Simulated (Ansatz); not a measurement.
This geometry of BFH3N + H2O (9 atoms, charge 0, multiplicity 1) is a first-order saddle point.

Method: RKS B3LYP-D4/def2-SVP (Ansatz 0.2.0).

```xyz
9
Properties=species:S:1:pos:R:3
B -0.029 0.243 0.254
N -0.004 0.055 1.812
H -0.748 -0.538 2.181
H 0.886 -0.219 2.224
H 1.001 -0.002 -0.334
F -1.195 -0.245 -0.292
O -0.208 1.834 0.444
H -1.086 2.102 0.128
H -0.238 1.370 1.527
```

Question: Which two structures does it join? (They come from a converged band through this point; their orientation in space is the band's.)

Answer: Bonds broken: O7–H9. Bonds formed: B1–O7, N2–H9. BFH3N + H2O becomes BFH5NO.

Image 0:

```xyz
9
Properties=species:S:1:pos:R:3
B 0.074 -0.234 0.344
N 0.110 -0.436 1.727
H -0.723 -0.607 2.280
H 0.979 -0.531 2.238
H 1.075 -0.152 -0.316
F -1.128 -0.185 -0.263
O -0.427 2.535 0.500
H -1.156 2.080 0.054
H -0.427 2.130 1.378
```

Image 6:

```xyz
9
Properties=species:S:1:pos:R:3
B -0.064 0.524 0.134
N 0.077 0.178 1.836
H -0.839 0.207 2.291
H 0.491 -0.743 1.995
H 1.100 0.417 -0.231
F -0.923 -0.488 -0.282
O -0.597 1.827 0.061
H -1.541 1.794 -0.135
H 0.673 0.884 2.273
```

Question: How far does it lie above each of them?

Answer: 0.49 eV above the first and 1.05 eV above the second. This is the barrier of this one path; another mechanism may lie lower. The orbitals stay closed-shell, which can raise the energy where a bond breaks towards radicals; this wasn't checked here.

The run took 3.4 min on 2 threads of AMD EPYC (Zen 3), with other jobs on the host, peak memory 0.16 GiB.
